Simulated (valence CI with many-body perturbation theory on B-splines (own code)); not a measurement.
E1 transitions of Re70+

Level of theory: valence CI with perturbative core correlation (CI+MBPT): three valence electrons over a frozen Dirac-Fock core [He], a basis of 11 s, 11 p, 9 d, 7 f, 5 g, 2 h, 1 i functions for each j, with the one-electron correlation potential Σ1 (screened to all orders), the two-electron term Σ2, the three-electron term Σ3, Breit, model QED; selected single and double excitations, second order for the rest (own B-spline code, finite nucleus).

No measured spectrum was set against this ion. As an estimate, large intervals hold to a few tenths of a per cent, small ones and those within an open d or f shell to about a per cent.

Lines 1 to 50 of 285 in falling wavelength, among levels below 13796 eV, chosen from the strongest by gf and those to the six lowest levels. Wavelengths and rates use the calculated energies. Electric multipoles are in the length gauge, E1 and E2 with the static RPA response of the core. Weak lines are less certain than strong ones. Lines between different terms over intervals too small for the method are left out, as are lines whose strength nearly cancels. The highest levels of a list are the least certain.

Levels are named by their leading jj configuration (3d3/2^4 stands for four electrons in 3d with j = 3/2), which in mixed levels can hold well under half, so a name can repeat and another be missing. Letters in brackets count levels of one name in rising energy.

```
λ vac (nm)                          Upper                          Lower   A (s⁻¹)  log gf  Branch %
     7.082      (2p1/2 2p3/2 3d5/2) J=9/2      (2p1/2 2p3/2 3p3/2) J=7/2  4.83e+10   -0.44       0.2
     7.072  (2p1/2 2p3/2 3d5/2) J=7/2 [b]  (2p1/2 2p3/2 3p3/2) J=5/2 [b]  4.00e+10   -0.62       0.0
     7.034         (2s 2p1/2 3d5/2) J=7/2         (2s 2p1/2 3p3/2) J=5/2  4.68e+10   -0.56       0.0
     7.010         (2s 2p3/2 3d5/2) J=9/2         (2s 2p3/2 3p3/2) J=7/2  4.43e+10   -0.49      20.3
     6.974     (2s 2p3/2 3d5/2) J=7/2 [b]     (2s 2p3/2 3p3/2) J=5/2 [b]  2.97e+10   -0.76       0.0
     6.968     (2s 2p3/2 3d5/2) J=7/2 [a]     (2s 2p3/2 3p3/2) J=5/2 [a]  3.50e+10   -0.69       0.0
     6.942          (2p1/2^2 3d5/2) J=5/2          (2p1/2^2 3p3/2) J=3/2  5.13e+10   -0.65       0.0
     6.896  (2p1/2 2p3/2 3d5/2) J=7/2 [a]  (2p1/2 2p3/2 3p3/2) J=5/2 [a]  4.25e+10   -0.62       0.1
     6.866             (2s^2 3d5/2) J=5/2             (2s^2 3p3/2) J=3/2  3.56e+10   -0.82       0.0
     6.850     (2s 2p1/2 3d5/2) J=5/2 [a]     (2s 2p1/2 3p3/2) J=3/2 [a]  4.68e+10   -0.70       0.0
     6.654     (2s 2p1/2 3d5/2) J=5/2 [b]     (2s 2p1/2 3p3/2) J=3/2 [b]  4.46e+10   -0.75       0.0
     6.330     (2s 2p1/2 2p3/2) J=3/2 [a]             (2s^2 2p3/2) J=3/2  1.20e+09   -2.54       0.9
     5.235         (2s 2p1/2 2p3/2) J=5/2             (2s^2 2p3/2) J=3/2  9.00e+09   -1.65      98.5
     4.465             (2s 2p1/2^2) J=1/2             (2s^2 2p1/2) J=1/2  2.61e+10   -1.81     100.0
     4.279          (2p1/2^2 2p3/2) J=3/2         (2s 2p1/2 2p3/2) J=1/2  1.47e+10   -1.79       0.1
     3.985         (2s 2p1/2 2p3/2) J=1/2             (2s^2 2p3/2) J=3/2  1.94e+10   -2.03       0.1
     3.959     (2s 2p1/2 2p3/2) J=3/2 [b]             (2s^2 2p3/2) J=3/2  1.40e+10   -1.88       0.1
     3.405          (2p1/2^2 2p3/2) J=3/2         (2s 2p1/2 2p3/2) J=5/2  8.05e+10   -1.25       0.8
     3.061          (2p1/2^2 2p3/2) J=3/2     (2s 2p1/2 2p3/2) J=3/2 [a]  2.16e+10   -1.92       0.2
     2.533  (2p1/2 2p3/2 3d3/2) J=5/2 [b]  (2p1/2 2p3/2 3p1/2) J=3/2 [b]  4.68e+11   -0.57       0.0
     2.512     (2s 2p1/2 3d3/2) J=3/2 [b]     (2s 2p1/2 3p1/2) J=1/2 [b]  4.57e+11   -0.76       0.0
     2.504  (2p1/2 2p3/2 3d3/2) J=3/2 [b]  (2p1/2 2p3/2 3p1/2) J=3/2 [b]  5.31e+11   -0.70       0.0
     2.470     (2s 2p3/2 3d5/2) J=7/2 [b]         (2p1/2 2p3/2 3s) J=5/2  2.00e+11   -0.84       0.0
     2.435     (2s 2p3/2 3d3/2) J=5/2 [a]         (2s 2p3/2 3p1/2) J=5/2  4.78e+11   -0.59       0.0
     2.433     (2s 2p3/2 3d3/2) J=3/2 [b]         (2s 2p3/2 3p1/2) J=1/2  4.30e+11   -0.82       0.0
     2.428     (2s 2p3/2 3d3/2) J=5/2 [a]     (2s 2p3/2 3p1/2) J=3/2 [a]  4.14e+11   -0.66       0.0
     2.404     (2s 2p3/2 3d3/2) J=5/2 [b]     (2s 2p3/2 3p1/2) J=3/2 [b]  9.20e+11   -0.32       0.1
     2.399     (2s 2p3/2 3d3/2) J=3/2 [a]     (2s 2p3/2 3p1/2) J=3/2 [a]  7.43e+11   -0.59       0.0
     2.395  (2p1/2 2p3/2 3d3/2) J=5/2 [a]  (2p1/2 2p3/2 3p1/2) J=3/2 [a]  7.26e+11   -0.43       0.3
     2.394         (2s 2p3/2 3d3/2) J=7/2         (2s 2p3/2 3p1/2) J=5/2  8.85e+11   -0.22       0.1
     2.389             (2s^2 3d3/2) J=3/2             (2s^2 3p1/2) J=1/2  8.95e+11   -0.51       0.0
     2.387          (2p1/2^2 3d3/2) J=3/2          (2p1/2^2 3p1/2) J=1/2  8.99e+11   -0.51       0.3
     2.387     (2s 2p1/2 3d3/2) J=3/2 [a]     (2s 2p1/2 3p1/2) J=1/2 [a]  8.75e+11   -0.52       0.2
     2.379      (2p1/2 2p3/2 3d3/2) J=7/2      (2p1/2 2p3/2 3p1/2) J=5/2  9.11e+11   -0.21       1.5
     2.378     (2s 2p3/2 3p3/2) J=3/2 [a]        (2s 2p3/2 3s) J=3/2 [a]  1.11e+12   -0.43       0.3
     2.374         (2s 2p1/2 3d3/2) J=5/2         (2s 2p1/2 3p1/2) J=3/2  8.95e+11   -0.34       0.3
     2.374     (2s 2p3/2 3d3/2) J=1/2 [a]     (2s 2p3/2 3p1/2) J=3/2 [a]  9.95e+11   -0.77       0.1
     2.371  (2p1/2 2p3/2 3d3/2) J=3/2 [a]      (2p1/2 2p3/2 3p1/2) J=1/2  5.17e+11   -0.76       0.1
     2.359     (2s 2p1/2 3p3/2) J=3/2 [b]        (2s 2p1/2 3s) J=1/2 [b]  7.67e+11   -0.59       0.2
     2.346  (2p1/2 2p3/2 3p3/2) J=5/2 [a]     (2p1/2 2p3/2 3s) J=3/2 [a]  1.32e+12   -0.18       0.2
     2.338         (2s 2p1/2 3p3/2) J=1/2        (2s 2p1/2 3s) J=1/2 [b]  1.25e+12   -0.69       0.2
     2.335     (2s 2p3/2 3p3/2) J=5/2 [b]        (2s 2p3/2 3s) J=3/2 [b]  1.40e+12   -0.16       0.5
     2.324      (2p1/2 2p3/2 3p3/2) J=7/2         (2p1/2 2p3/2 3s) J=5/2  1.19e+12   -0.11       0.3
     2.308         (2s 2p3/2 3p3/2) J=7/2            (2s 2p3/2 3s) J=5/2  1.53e+12   -0.01      29.7
     2.305  (2p1/2 2p3/2 3d3/2) J=5/2 [b]      (2p1/2 2p3/2 3p1/2) J=5/2  3.65e+11   -0.76       0.0
     2.295  (2p1/2 2p3/2 3p3/2) J=3/2 [b]     (2p1/2 2p3/2 3s) J=3/2 [b]  5.76e+11   -0.74       0.1
     2.291     (2s 2p3/2 3p3/2) J=5/2 [a]        (2s 2p3/2 3s) J=3/2 [a]  6.93e+11   -0.49       0.2
     2.269     (2s 2p3/2 3p3/2) J=1/2 [a]        (2s 2p3/2 3s) J=3/2 [a]  1.42e+12   -0.66       0.2
     2.262          (2p1/2^2 3p3/2) J=3/2             (2p1/2^2 3s) J=1/2  1.47e+12   -0.35       0.3
     2.257     (2s 2p1/2 3p3/2) J=3/2 [a]        (2s 2p1/2 3s) J=1/2 [a]  1.52e+12   -0.33       0.8
```
